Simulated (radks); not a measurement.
Results of a calculation; reference values are marked as such.
Te VI, configuration [Kr] 4d10 5s1.

Level of theory: Dirac Kohn-Sham, LDA (Slater exchange, Perdew-Wang correlation), spin-unpolarised, spherical densities, point nucleus (a radial shooting solver on a logarithmic mesh with Libxc functionals).

Energy parts (eV):
| part | energy |
|---|---|
| total | -184645.075 |
| kinetic | 195236.406 |
| electron-nucleus | -445954.246 |
| Hartree | 70661.130 |
| exchange-correlation | -4588.364 |

Orbitals (lengths in bohr, moments of r in powers of bohr; r(max) is where P^2 peaks; r(90%) holds 90 % of the orbital's charge):
| orbital | occ. | eigenvalue (eV) | r(90%) | r(max) | <r> | <r^2> | small-component weight |
|---|---|---|---|---|---|---|---|
| 1s1/2 | 2 | -31630.77 | 0.0500 | 0.01795 | 0.02783 | 0.001050 | 3.66e-02 |
| 2s1/2 | 2 | -4899.829 | 0.185 | 0.1016 | 0.1195 | 0.01690 | 7.79e-03 |
| 2p1/2 | 2 | -4596.911 | 0.165 | 0.07795 | 0.1009 | 0.01251 | 7.82e-03 |
| 2p3/2 | 4 | -4322.771 | 0.173 | 0.08266 | 0.1064 | 0.01380 | 7.44e-03 |
| 3s1/2 | 2 | -1021.583 | 0.474 | 0.2932 | 0.3223 | 0.1189 | 2.29e-03 |
| 3p1/2 | 2 | -896.8120 | 0.470 | 0.2794 | 0.3125 | 0.1135 | 2.23e-03 |
| 3p3/2 | 4 | -845.7236 | 0.486 | 0.2900 | 0.3240 | 0.1218 | 2.13e-03 |
| 3d3/2 | 4 | -624.7684 | 0.464 | 0.2358 | 0.2948 | 0.1031 | 2.01e-03 |
| 3d5/2 | 6 | -614.0721 | 0.469 | 0.2389 | 0.2984 | 0.1055 | 1.98e-03 |
| 4s1/2 | 2 | -221.8510 | 1.10 | 0.7005 | 0.7632 | 0.6587 | 6.50e-04 |
| 4p1/2 | 2 | -178.8238 | 1.17 | 0.7203 | 0.7988 | 0.7277 | 5.89e-04 |
| 4p3/2 | 4 | -168.9574 | 1.21 | 0.7449 | 0.8273 | 0.7802 | 5.56e-04 |
| 4d3/2 | 4 | -99.9055 | 1.44 | 0.8028 | 0.9471 | 1.047 | 4.18e-04 |
| 4d5/2 | 6 | -98.3836 | 1.46 | 0.8116 | 0.9581 | 1.071 | 4.09e-04 |
| 5s1/2 | 1 | -65.5908 | 2.56 | 1.665 | 1.804 | 3.631 | 1.46e-04 |
| 5p1/2 | 0 | -54.0468 | 2.84 | 1.827 | 1.990 | 4.428 | 1.23e-04 |
| 5p3/2 | 0 | -52.4241 | 2.92 | 1.883 | 2.046 | 4.676 | 1.18e-04 |
| 6s1/2 | 0 | -30.7110 | 4.84 | 3.419 | 3.472 | 13.41 | 5.77e-05 |

The highest occupied level is 5s1/2 at -65.591 eV. Summed over all electrons, <r^2> = 22.25 bohr^2, which gives a Langevin (diamagnetic) susceptibility term of -17.6 x 10^-6 cm^3/mol. The density falls to 0.001 e/bohr^3 at r = 2.96 bohr. For comparison, the ionisation energy in NIST's Atomic Spectra Database is 69 eV (theoretical). In exact Kohn-Sham theory the highest level is minus the ionisation energy, but local and semilocal functionals leave it too shallow, through self-interaction and a potential that decays too fast; potentials with the right tail come closer.

Beside tabulated values, note that spin-unpolarised runs miss the spin-polarisation part of the exchange energy of open shells.
